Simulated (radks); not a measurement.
Task: Numerical settings for the iodine ion I+, [Kr] 4d10 5s2 5p4. Calculated with a radial shooting solver on a logarithmic mesh with Libxc functionals: scalar-relativistic Kohn-Sham, r2SCAN, spin-polarised, spherical densities, finite nucleus; open shells are filled with parallel spins first (spin-orbit coupling, left out, can overturn this in heavy ions); meta-GGA in the generalised Kohn-Sham scheme; Fermi nuclear charge, rms radius 4.75 fm. The defaults (mesh step 0.008 in ln r, mesh end at 40 bohr or more with all orbitals vanishing there, Anderson mixing 0.5 over 9 steps, residual threshold near 1e-9 with the energy settled to 1e-9 hartree or 1e-11 of itself, here a cap of 60 iterations) give E = -7116.729 hartree and 5p at -14.476 eV in 11 iterations. Run on one thread of a shared host, so times are rough (Arm Neoverse V2): 0.17 s of CPU time, 0.17 s wall, 11 iterations on 2314 mesh points. One setting is changed at a time: mesh step in ln r 0.05; mesh step in ln r 0.005; mesh step in ln r 0.08; mesh end (bohr) 400; mesh end (bohr) 1; residual threshold 1e-13; residual threshold 0.01; mixing 0.05; linear mixing, mixing 0.05; linear mixing, mixing 0.2; mixing history 20; iteration cap 5. Which runs fail to converge, and which converge to a wrong energy?

Result: Not converged within the cap: mesh step in ln r 0.08; residual threshold 1e-13; linear mixing, mixing 0.05; linear mixing, mixing 0.2; iteration cap 5. Settled on a wrong energy, with an occupied level pushed above zero by the early mesh end: mesh end (bohr) 1 (+287 hartree). Apart from these: settings that end as converged yet miss the energy by more than 1 mhartree: mesh step in ln r 0.05 (+0.0035 hartree).
